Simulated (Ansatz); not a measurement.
Two isomers of C3H10OSi: A = `CCCO[SiH3]`, B = `CC([SiH3])CO`.

Calculated with Ansatz (gas phase, PBE0-D4/def2-TZVP geometries, no zero-point term in ΔE). CCSD(T)/CBS is the MP2 limit (def2-TZVPP, def2-QZVPP) plus CCSD(T) − MP2 in def2-TZVPP, frozen cores. Functionals use def2-TZVPP. B3LYP here is the variant with VWN-RPA as its local correlation; programs differ in this. One conformer a species, not always the lowest.

**Question.** Which is lower in electronic energy at CCSD(T)/CBS, and by how much? (Estimate.)

**Answer.** Ansatz gave: A, by 99.1 kJ/mol.

**Question.** Give E(B) − E(A) in kJ/mol with B3LYP, r2SCAN-D4, PBE-D4, PBE0-D4, B2PLYP, ωB97M-V, CCSD/def2-TZVPP. (Estimate.)

**Answer.** The calculation gave: B3LYP 108.8, r2SCAN-D4 99.3, PBE-D4 87.8, PBE0-D4 91.9, B2PLYP 107.0, ωB97M-V 97.9, CCSD/def2-TZVPP 102.8. None reverses the order clearly.

Largest T1 diagnostic: 0.010.

The D4 term adds −5.6 kJ/mol with B3LYP and −2.9 kJ/mol with PBE0; it sums over pairs of atoms, weighted by their polarisabilities, and B3LYP, whose exchange is more repulsive, gets the larger term. From PBE to PBE0 (25 % exact exchange), in def2-TZVPP and without D4, E(B) − E(A) moves by +3.7 kJ/mol.
